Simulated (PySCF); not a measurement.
**Orbital energies, ionisation energy and electron affinity**

Cyclo-(SiH2)5.
Z-matrix (Å and degrees, PBE0-D3(BJ)/def2-SVP geometry), rows numbered from 1:
```
Si
H   1  1.4975
H   1  1.4973  2  108.27
Si  1  2.3626  2  110.09  3  -120.43
H   4  1.4973  1  110.11  2    -0.04
H   4  1.4970  1  110.32  2   119.57
Si  4  2.3625  1  107.90  2  -119.81
H   7  1.4972  4  109.99  1   119.16
H   7  1.4973  4  110.31  1  -121.40
Si  7  2.3640  4  108.14  1    -1.19
H  10  1.4970  7  110.28  4   121.73
H  10  1.4970  7  110.03  4  -118.79
Si  1  2.3620  2  110.20  3   120.52
H  13  1.4974  1  109.91  2  -119.12
H  13  1.4971  1  110.20  2     0.16
```

Level: B3LYP/def2-SVPD (PySCF). Frontier orbitals with their largest atomic shares (Löwdin; up to four atoms above 4 %):

```tsv
orbital	ε (eV)	main atoms
HOMO−3	-8.12	Si10 21 %, Si4 20 %, Si1 12 %, Si13 10 %
HOMO−2	-8.11	Si7 22 %, Si13 17 %, Si1 15 %, Si4 8 %
HOMO−1	-7.60	?
HOMO	-7.59	?
LUMO	-1.55	Si13 15 %, Si1 15 %, Si7 15 %, Si4 15 %
LUMO+1	-0.75	Si1 14 %, Si4 14 %, Si13 14 %, Si10 14 %
LUMO+2	-0.47	Si10 17 %, Si1 16 %, Si4 16 %, Si7 15 %
```

Problem. What vertical ionisation energy does ΔSCF give, and how far is −ε(HOMO) from it?

Solution. ΔSCF: 9.35 eV (903 kJ/mol; threshold wavelength 133 nm); ⟨S²⟩ of the doublet left behind is 0.756, against 0.75 for a pure doublet. −ε(HOMO) is 7.59 eV, 1.76 eV below it. For the exact functional −ε(HOMO) would equal the first vertical ionisation energy; B3LYP (global hybrid, 20 % exact exchange) falls short of its own ΔSCF value by 19 %.

Problem. On which atoms does the HOMO lie?

Solution. HOMO: Si7 27 %, Si10 25 %, Si4 15 %, Si13 11 %; HOMO−1: Si1 28 %, Si13 22 %, Si4 18 %, Si10 8 %. These 2 orbitals lie within 0.02 eV of one another. The HOMO−2 lies 0.52 eV lower.

Problem. And the vertical electron affinity, the fundamental gap, Mulliken's electronegativity and the hardness (with the factor ½)?

Solution. EA = 0.03 eV by ΔSCF (−ε(LUMO) = 1.55 eV). IE − EA = 9.32 eV against an orbital gap of 6.04 eV; (IE + EA)/2 = 4.69 eV; (IE − EA)/2 = 4.66 eV. Parr's electrophilicity index (IE + EA)²/[8(IE − EA)] is 1.18 eV.

Problem. How many of the 10 lowest singlet excitations (vertical TDDFT, same level) lie below the ionisation energy?

Solution. All 10; they run from 5.04 to 6.47 eV.

Problem. What kinetic energy would electrons from this vertical process carry with He I light (21.218 eV)?

Solution. 21.22 − 9.35 = 11.87 eV.

The structure is a single PBE0-D3(BJ)/def2-SVP conformer in the gas phase; no vibrational or solvent corrections.

These values come from a run that also computed excited states and ΔSCF ions. Time: 5.7 min (grids of density and orbitals included); peak memory 1.0 GiB. Hardware: an Intel Xeon at 2.50 GHz with one thread, on a shared host.
